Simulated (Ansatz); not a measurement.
`CC(Cl)Br` + HCl → `CC(Cl)Cl` + HBr  (substitution at a C–Br bond)

Calculated with Ansatz (gas phase, PBE0-D4/def2-TZVP geometries, no zero-point term in ΔE). CCSD(T)/CBS is the MP2 limit (def2-TZVPP, def2-QZVPP) plus CCSD(T) − MP2 in def2-TZVPP, frozen cores. This one scheme is used for every species. DFT in def2-TZVPP. B3LYP here is the variant with VWN-RPA as its local correlation; programs differ in this. For Br outer-core shells are correlated without core-valence functions, which leaves a few kJ/mol of doubt a bond. Scalar relativity is left out up to krypton.

```json
{"level": "r2SCAN-D4", "ΔE (kJ/mol)": "3.8"}
{"level": "B3LYP-D4", "ΔE (kJ/mol)": "4.6"}
{"level": "B2PLYP", "ΔE (kJ/mol)": "5.0"}
{"level": "MP2/def2-SVP", "ΔE (kJ/mol)": "1.1"}
```

Question: What does CCSD(T)/CBS give? (Best estimate.)

Answer: Ansatz gave: +6.7 kJ/mol. The listed levels differ from it by -2.9, -2.1, -1.7, -5.6 kJ/mol.

Largest T1 diagnostic among the species: 0.009.

Leaving LDA and LC-ωPBE aside and taking each functional with its dispersion term where it has one, the values, not all of them listed here, spread over 2.9 kJ/mol, from CAM-B3LYP-D4 to PBE-QIDH. In def2-TZVPP, CCSD(T) changes the Hartree–Fock value by +6.6 kJ/mol (the triples alone add +0.5 kJ/mol) and MP2 by +9.0 kJ/mol. At CCSD(T), def2-SVP lies −8.4 kJ/mol from the extrapolated value and def2-TZVPP +0.8 kJ/mol.
